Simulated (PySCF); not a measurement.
H6OSi2Te, SMILES [SiH3]O[Te][SiH3].

The structure is a stationary point at B3LYP-D3(BJ)/def2-SVP. The structure was generated by enumeration, and PubChem lists no compound with its InChIKey, so it may never have been made. The def2 effective core potentials stand for the cores of Te; spin–orbit coupling is left out. Other conformers were not sampled.

Level of theory: B3LYP-D3(BJ)/def2-SVP (PySCF 2.14.0).

Frequencies are harmonic and unscaled.

Computed normal modes with their intensities:
```json
[
 {"mode": "1", "ν (cm⁻¹)": "54", "IR (km/mol)": "0.6", "Raman (Å⁴/amu)": "0.8", "depolarisation": "0.64", "moving atoms (share of kinetic energy)": "Si 49 %, H 29 %, O 16 %"},
 {"mode": "2", "ν (cm⁻¹)": "81", "IR (km/mol)": "0.3", "Raman (Å⁴/amu)": "1.5", "depolarisation": "0.64", "moving atoms (share of kinetic energy)": "H 56 %, Si 26 %, O 11 %"},
 {"mode": "3", "ν (cm⁻¹)": "101", "IR (km/mol)": "0.1", "Raman (Å⁴/amu)": "0.4", "depolarisation": "0.75", "moving atoms (share of kinetic energy)": "H 92 %"},
 {"mode": "4", "ν (cm⁻¹)": "141", "IR (km/mol)": "2.2", "Raman (Å⁴/amu)": "1.1", "depolarisation": "0.42", "moving atoms (share of kinetic energy)": "O 43 %, H 38 %, Si 15 %"},
 {"mode": "5", "ν (cm⁻¹)": "147", "IR (km/mol)": "1.7", "Raman (Å⁴/amu)": "0.4", "depolarisation": "0.43", "moving atoms (share of kinetic energy)": "Si 31 %, O 30 %, H 26 %, Te 14 %"},
 {"mode": "6", "ν (cm⁻¹)": "323", "IR (km/mol)": "3.5", "Raman (Å⁴/amu)": "18.3", "depolarisation": "0.26", "moving atoms (share of kinetic energy)": "Si 72 %, Te 19 %, H 9 %"},
 {"mode": "7", "ν (cm⁻¹)": "474", "IR (km/mol)": "12.3", "Raman (Å⁴/amu)": "28.7", "depolarisation": "0.33", "moving atoms (share of kinetic energy)": "O 60 %, Si 14 %, Te 14 %, H 12 %"},
 {"mode": "8", "ν (cm⁻¹)": "537", "IR (km/mol)": "9.6", "Raman (Å⁴/amu)": "15.7", "depolarisation": "0.74", "moving atoms (share of kinetic energy)": "H 85 %, Si 12 %"},
 {"mode": "9", "ν (cm⁻¹)": "545", "IR (km/mol)": "5.6", "Raman (Å⁴/amu)": "15.5", "depolarisation": "0.74", "moving atoms (share of kinetic energy)": "H 93 %"},
 {"mode": "10", "ν (cm⁻¹)": "718", "IR (km/mol)": "35.8", "Raman (Å⁴/amu)": "16.1", "depolarisation": "0.74", "moving atoms (share of kinetic energy)": "H 84 %, Si 9 %"},
 {"mode": "11", "ν (cm⁻¹)": "727", "IR (km/mol)": "44.1", "Raman (Å⁴/amu)": "11.5", "depolarisation": "0.14", "moving atoms (share of kinetic energy)": "H 78 %, O 12 %, Si 10 %"},
 {"mode": "12", "ν (cm⁻¹)": "868", "IR (km/mol)": "504.9", "Raman (Å⁴/amu)": "10.6", "depolarisation": "0.57", "moving atoms (share of kinetic energy)": "H 72 %, O 14 %, Si 13 %"},
 {"mode": "13", "ν (cm⁻¹)": "909", "IR (km/mol)": "144.4", "Raman (Å⁴/amu)": "2.3", "depolarisation": "0.64", "moving atoms (share of kinetic energy)": "O 56 %, H 24 %, Si 20 %"},
 {"mode": "14", "ν (cm⁻¹)": "924", "IR (km/mol)": "59.3", "Raman (Å⁴/amu)": "25.1", "depolarisation": "0.75", "moving atoms (share of kinetic energy)": "H 96 %"},
 {"mode": "15", "ν (cm⁻¹)": "943", "IR (km/mol)": "70.7", "Raman (Å⁴/amu)": "18.8", "depolarisation": "0.73", "moving atoms (share of kinetic energy)": "H 95 %"},
 {"mode": "16", "ν (cm⁻¹)": "954", "IR (km/mol)": "31.8", "Raman (Å⁴/amu)": "23.8", "depolarisation": "0.75", "moving atoms (share of kinetic energy)": "H 96 %"},
 {"mode": "17", "ν (cm⁻¹)": "959", "IR (km/mol)": "164.1", "Raman (Å⁴/amu)": "23.6", "depolarisation": "0.73", "moving atoms (share of kinetic energy)": "H 95 %"},
 {"mode": "18", "ν (cm⁻¹)": "997", "IR (km/mol)": "281.4", "Raman (Å⁴/amu)": "16.3", "depolarisation": "0.75", "moving atoms (share of kinetic energy)": "H 93 %"},
 {"mode": "19", "ν (cm⁻¹)": "2205", "IR (km/mol)": "102.7", "Raman (Å⁴/amu)": "38.3", "depolarisation": "0.73", "moving atoms (share of kinetic energy)": "H 96 %"},
 {"mode": "20", "ν (cm⁻¹)": "2210", "IR (km/mol)": "112.1", "Raman (Å⁴/amu)": "102.0", "depolarisation": "0.23", "moving atoms (share of kinetic energy)": "H 98 %"},
 {"mode": "21", "ν (cm⁻¹)": "2217", "IR (km/mol)": "81.6", "Raman (Å⁴/amu)": "291.4", "depolarisation": "0.05", "moving atoms (share of kinetic energy)": "H 98 %"},
 {"mode": "22", "ν (cm⁻¹)": "2238", "IR (km/mol)": "20.3", "Raman (Å⁴/amu)": "161.6", "depolarisation": "0.74", "moving atoms (share of kinetic energy)": "H 96 %"},
 {"mode": "23", "ν (cm⁻¹)": "2239", "IR (km/mol)": "178.1", "Raman (Å⁴/amu)": "224.5", "depolarisation": "0.10", "moving atoms (share of kinetic energy)": "H 97 %"},
 {"mode": "24", "ν (cm⁻¹)": "2243", "IR (km/mol)": "89.1", "Raman (Å⁴/amu)": "109.3", "depolarisation": "0.68", "moving atoms (share of kinetic energy)": "H 96 %"}
]
```
